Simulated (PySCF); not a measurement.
A fit for the $^{33}$S shielding

GIAO PBE0/pcSseg-1 on GFN2-xTB geometries (PySCF, gas phase, non-relativistic):

```tsv
SMILES	IAO charge (e) of S	σ(S) (ppm)
C=Cc1cc(CS[SiH3])n[nH]1	-0.196	627.6
C=Cc1cc(S[SiH3])nn1C	-0.107	644.7
C=Cc1cc(SC)n[nH]1	0.157	525.7
C=Cc1cc(S[SiH2]N)n[nH]1	-0.126	635.1
C=Cc1cc(SC[SiH3])n[nH]1	0.166	512.8
C=Cc1cc([SiH2]S[SiH3])n[nH]1	-0.448	830.9
CCc1cc(S[SiH3])n[nH]1	-0.108	642.6
C=Cc1nc(S[SiH3])n[nH]1	-0.079	617.0
C=Cc1[nH]nc(S[SiH3])c1N	-0.129	666.2
C=C[SiH2]c1cc(S[SiH3])n[nH]1	-0.106	646.8
```

Question: Fit σ(S) as a line in the IAO charge of S. How well does it hold?

Answer: σ = 588.0 − 481.3 x, with x in e; correlation -0.97, rms deviation 21.3 ppm, largest 54.7 ppm at `C=Cc1cc(CS[SiH3])n[nH]1`. A charge says how many electrons sit at the atom, not how easily they circulate, so such a line holds only within like compounds.

Question: A further member, `C=Cc1[nH]nc(S[SiH3])c1C`, has x = -0.117. What does the line predict, and what does the calculation give?

Answer: The line gives 644.3 ppm; the calculation 656.1 ppm, a difference of 11.8 ppm, within the usual scatter of the fit.
